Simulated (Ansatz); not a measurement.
`[Cl][Ag]` + HI → `[Ag][I]` + HCl at 400 K and 1 bar (ligand exchange at the Ag–Cl bond).

Computed with Ansatz on PBE0-D4/def2-TZVP structures; ΔE is electronic, products minus reactants. CCSD(T)/CBS is the MP2 limit (def2-TZVPP, def2-QZVPP) plus CCSD(T) − MP2 in def2-TZVPP, frozen cores. This one scheme is used for every species. def2 core potentials past Kr. For Ag, I outer-core shells are correlated without core-valence functions, which leaves a few kJ/mol of doubt a bond.

| species | CCSD(T)/CBS energy (Eh) | H − E (kJ/mol) | S (J/(mol·K)) |
| --- | --- | --- | --- |
| `[Cl][Ag]` | -606.73060 | 15.4 | 256.8 |
| HI | -298.03592 | 25.7 | 215.0 |
| `[Ag][I]` | -444.41059 | 15.1 | 275.4 |
| HCl | -460.38127 | 29.6 | 195.4 |

H − E and S are ideal-gas, rigid-rotor, harmonic terms from PBE0-D4/def2-TZVP. 1 Eh = 2625.50 kJ/mol, R = 8.31446 J/(mol·K).

Task: By hand: ΔE, ΔH, ΔS and ΔG.

Result: ΔE = (-444.41059) + (-460.38127) − (-606.73060) − (-298.03592) = -0.02534 Eh = -66.5 kJ/mol. Δ(H − E) = 15.1 + 29.6 − 15.4 − 25.7 = 3.6, so ΔH = -62.9 kJ/mol. ΔS = 275.4 + 195.4 − 256.8 − 215.0 = -1.0 J/(mol·K). ΔG = -62.9 − 400 × (-1.0)/1000 = -62.5 kJ/mol.

Task: By hand: the equilibrium constant, and the temperature at which ΔG would vanish if ΔH and ΔS stayed fixed.

Result: log₁₀ K = −ΔG/(RT ln 10) = 8.2. ΔG = 0 at ΔH/ΔS = 62900 K, far beyond where these terms or the molecules hold.

The number of gas molecules stays the same, so ΔS is small and ΔH decides. A doubt of 5 kJ/mol in ΔE shifts log₁₀ K by 0.7 here. These are equilibria of isolated gas molecules and say nothing of rates. Largest T1 diagnostic: 0.018 (customary marks: 0.02 for closed shells, 0.045 for open ones).
